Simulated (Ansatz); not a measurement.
Start from `O=C=CF` and change one atom or group to get `O=C=C[TeH]`.

Ansatz, PBE0-D4/def2-TZVP geometries, multiplicity 1. 

Elements past krypton have def2 core potentials.

| property | `O=C=CF` |
| --- | --- |
| size of the dipole moment (PBE/def2-TZVPP) / D | 1.21 |
| HOMO–LUMO gap (PBE0/def2-TZVPP) / eV | 4.88 |
| HOMO–LUMO gap (B3LYP/def2-TZVPP) / eV | 4.40 |
| zero-point energy (PBE0-D4/def2-TZVP) / kJ/mol | 66.8 |
| HOMO energy (PBE0/def2-TZVPP) / eV | -6.99 |
| LUMO energy (ωB97M-V/def2-TZVPP) / eV | 0.26 |

**Question.** Give the same properties after the change, and the shifts. (An estimate is asked.)

**Answer.** Computed: 
```
                                      property  `O=C=C[TeH]`  shift
size of the dipole moment (PBE/def2-TZVPP) / D          1.24   0.03
          HOMO–LUMO gap (PBE0/def2-TZVPP) / eV          4.98   0.10
         HOMO–LUMO gap (B3LYP/def2-TZVPP) / eV          4.53   0.13
zero-point energy (PBE0-D4/def2-TZVP) / kJ/mol          79.3   12.5
            HOMO energy (PBE0/def2-TZVPP) / eV         -6.66   0.33
         LUMO energy (ωB97M-V/def2-TZVPP) / eV          0.37   0.11
```

With PBE0 the HOMO rises by 0.33 eV and the LUMO rises by 0.42 eV, so the gap widens by about 0.09 eV. PBE moves the HOMO by 0.02 eV and ωB97M-V by 0.46 eV. The zero-point energy changes by 12.5 kJ/mol with +3 modes. Dipoles are sizes alone; their direction can turn.

B3LYP here is the variant with VWN-RPA as its local correlation; programs differ in this.

Spin–orbit coupling is left out; it splits and shifts lone-pair levels of the heavy atoms by tenths of an eV.
